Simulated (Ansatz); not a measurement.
Basis sets compared for cyclo-(GeH2)3 (Ge3H6). The state is a singlet with charge 0. Geometry PBE-D4/def2-SVP. Ansatz on 4 threads of Arm Neoverse V1 on a shared host; times are rough, and most runs start from earlier orbitals.

```xyz
9

Ge   -1.118    0.218    0.843
H    -2.582   -0.064    0.421
H    -1.017    0.767    2.288
Ge    0.659   -1.255    0.007
H     1.843   -1.599    0.945
H     0.276   -2.437   -0.918
Ge    0.459    1.037   -0.850
H     1.526    2.082   -0.437
H    -0.046    1.251   -2.298
```

Binding counts from free atoms (Ge triplet, H doublet) in the same basis, without a counterpoise term.

```csv
level,functions,energy (Eh),HOMO (eV),LUMO (eV),binding per atom (eV),wall time
HF/STO-3G,60,-6158.7693,-6.25,8.67,3.21,0.3 s
HF/def2-TZVP,180,-6229.5627,-8.75,2.66,1.82,2.4 s
PBE-D4/def2-SVP,126,-6232.8577,-5.77,-1.17,2.55,1.3 s
PBE-D4/def2-TZVP (with forces),180,-6233.6473,-5.82,-1.25,2.55,2.6 s
r2SCAN-D4/def2-TZVP,180,-6234.5690,-6.05,-1.10,2.60,4.3 s
PBE0-D4/def2-SVP,126,-6233.0281,-6.73,-0.44,2.54,2.2 s
PBE0-D4/def2-TZVP,180,-6233.8139,-6.74,-0.49,2.55,3.4 s
```

Problem. Estimate the rows for PBE-D4/def2-TZVPD, r2SCAN-D4/def2-TZVPD, PBE0-D4/def2-TZVPD.

Solution. 
```
               level  functions  energy (Eh)  HOMO (eV)  LUMO (eV)  binding per atom (eV)  wall time
   PBE-D4/def2-TZVPD        216   -6233.6483      -5.82      -1.40                   2.55      3.3 s
r2SCAN-D4/def2-TZVPD        216   -6234.5700      -6.03      -1.12                   2.60      6.5 s
  PBE0-D4/def2-TZVPD        216   -6233.8149      -6.73      -0.61                   2.55      5.5 s
```
